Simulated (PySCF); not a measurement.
**Working out the excitation energy of Mg**

Mg [Ne] 3s2 (1S) → Mg [Ne] 3d2 (3F). All numbers are calculated (PySCF 2.14, the non-relativistic Hamiltonian (point nucleus), in aug-cc-pCVDZ (6s5p3d, 36 functions)). Frozen: [Ne]. Energies in hartree (1 hartree = 27.21139 eV):

| part | Mg (lower) | Mg (upper) |
| --- | --- | --- |
| UHF | -199.608341 | -199.094105 |
| CCSD correlation | -0.033016 | -0.000376 |
| (T) | 0.000000 | 0.000000 |

Q: What does Hartree-Fock give?

A: (-199.094105) − (-199.608341) = 0.514236 hartree = 13.993 eV.

Q: What do CCSD and CCSD(T) give?

A: The CCSD correlation energies differ by 0.032640 hartree = 0.888 eV and the triples by 0.000000 hartree = 0.000 eV, so CCSD gives 14.881 eV and CCSD(T) 14.881 eV.

The upper state lies above the first ionisation limit, where it may autoionise and the basis confines it.

A double-zeta basis recovers only part of the correlation energy.
